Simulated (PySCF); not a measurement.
C4H5Br, SMILES C(=C)/C=C/Br.

Coordinates come from a B3LYP-D3(BJ)/def2-SVP optimisation. The values are those of a single conformer.

Computed with TDDFT-CAM-B3LYP/def2-SVPD (PySCF 2.14.0).

Vertical excitations. The molecule is in vacuum. State labels are in the subgroup Cs.

| state | symmetry | energy (eV) | λ (nm) | f | main pairs |
|---|---|---|---|---|---|
| S1 | A' | 5.44 | 228 | 0.771 | HOMO→LUMO 98 % |
| S2 | A" | 5.57 | 223 | 0.000 | HOMO→LUMO+1 82 % |
| S3 | A" | 6.36 | 195 | 0.000 | HOMO−1→LUMO 94 % |
| S4 | A' | 6.70 | 185 | 0.001 | HOMO−1→LUMO+1 89 % |
| S5 | A" | 6.72 | 185 | 0.009 | HOMO→LUMO+2 90 % |
| S6 | A" | 6.85 | 181 | 0.014 | HOMO→LUMO+3 82 % |
| S7 | A' | 7.05 | 176 | 0.006 | HOMO→LUMO+5 49 %, HOMO−2→LUMO 42 % |
| S8 | A" | 7.12 | 174 | 0.000 | HOMO→LUMO+4 77 % |
| S9 | A' | 7.19 | 173 | 0.095 | HOMO−2→LUMO 52 %, HOMO→LUMO+5 43 % |
| S10 | A" | 7.48 | 166 | 0.001 | HOMO−3→LUMO 95 % |
| T1 | A' | 3.01 | 412 | 0 | HOMO→LUMO 90 % |
| T2 | A' | 4.86 | 255 | 0 | HOMO→LUMO+5 37 %, HOMO−2→LUMO 33 %, HOMO−4→LUMO 20 % |
| T3 | A" | 5.11 | 243 | 0 | HOMO→LUMO+1 76 % |
| T4 | A' | 5.99 | 207 | 0 | HOMO−1→LUMO+1 82 % |
Triplets are in the Tamm–Dancoff approximation, which puts them higher than full response would, so one can lie above its singlet here.
